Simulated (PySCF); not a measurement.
Input of a run (PBE0-D3(BJ)/def2-SVP geometry optimisation, gas phase (PySCF 2.14.0)), started from GFN2-xTB:
```
{"job": {"xc": "PBE0", "basis": "def2-SVP", "d3": "d3bj", "grid": 1, "kind": "geom"}, "charge": 0, "multiplicity": 1}
C     -0.530065     1.602046    -0.132174
B     -0.219127     0.070835    -0.017685
C     -1.357700    -1.005887     0.034751
Ge     1.711277    -0.532895     0.077542
H     -0.105262     2.133039     0.722242
H     -1.585020     1.861648    -0.195094
H     -0.028069     2.025150    -1.004558
H     -1.320110    -1.536212     0.988397
H     -2.367278    -0.617658    -0.085189
H     -1.201707    -1.774128    -0.724239
H      2.751530     0.547115     0.098573
H      2.169918    -1.408023    -1.051049
H      2.077226    -1.364543     1.270755
```

Output (energies in Eh, forces in Eh/bohr):
```
step   0  E = -2182.73468103  max force = 0.016659
step   1  E = -2182.73977915  max force = 0.004206
step   2  E = -2182.74004642  max force = 0.001044
step   3  E = -2182.74005562  max force = 0.000253
optimisation converged
```

Problem. Summarise the run.

Solution. The energy falls by 0.146 eV over 4 energy and gradient evaluations, the largest force component goes from 0.0167 to 2.5e-04 Eh/bohr, and the atoms move by 0.050 Å rms after alignment. The bond that changes most is B2–Ge4 (ends: three-coordinate boron; germanium bonded to B and 3 H), which lengthens by 0.061 Å. Bonds longer at the end by more than 0.005 Å: 10 of 12; shorter: 0. Among the angles that change most is H12–Ge4–H13, from 101.6° to 105.8°. The energy never rose by more than 1e-6 Eh on the way. The first step brought 95 % of the lowering.

Problem. What are the final bond lengths?

Solution. C1–B2 1.565 Å, B2–C3 1.566 Å, B2–Ge4 2.086 Å, C1–H5 1.106 Å, C1–H6 1.101 Å, C1–H7 1.105 Å, C3–H8 1.106 Å, C3–H9 1.101 Å, C3–H10 1.104 Å, Ge4–H11 1.545 Å, Ge4–H12 1.547 Å, Ge4–H13 1.547 Å. Numbering counts from 1 in the input's order; the species is `C[B](C)[GeH3]`.

The run used 119 basis functions and 23 SCF cycles in all.

PBE0-D3(BJ)/def2-SVP frequencies: not computed here.
